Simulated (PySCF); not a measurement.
**Dipole response of Pd²⁺ (palladium, charge +2)**

[Kr] 4d8, high-spin 3F determinant. All numbers are calculated (PySCF 2.14, scalar relativity by spin-free X2C-1e, in ANO-RCC-VTZP (7s6p4d2f1g, 68 functions)). Coupled (time-dependent) response in atomic units; α is the mean over directions. The basis has no added diffuse functions, which lowers α and C₆.

```
method  mean α (bohr³)  C₆ (like pair)  S(−4)
   UHF           5.669           29.71  7.175
   PBE           6.440           34.00  11.37
  PBE0           6.162           32.47  9.652
```

S(−4) is the Cauchy moment in α(ω) = α(0) + S(−4) ω² + …

Spin-orbit coupling is absent.

α(iu) at UHF:

```tsv
u (hartree)	α(iu) (bohr³)
0	5.669
0.0500	5.651
0.100	5.599
0.200	5.408
0.300	5.140
0.500	4.539
0.750	3.856
1.00	3.289
1.50	2.421
2.00	1.811
3.00	1.077
5.00	0.4838
```

A single London oscillator, α(iu) = α/(1 + u²/ω²), gives C₆ = (3/4) ω α². Matching the computed C₆ needs ω = 4 × 29.71 / (3 × 5.669²) = 1.23 hartree.

For an ion, C₆ is the dispersion term alone; charge-induced terms of lower order in 1/R come first.
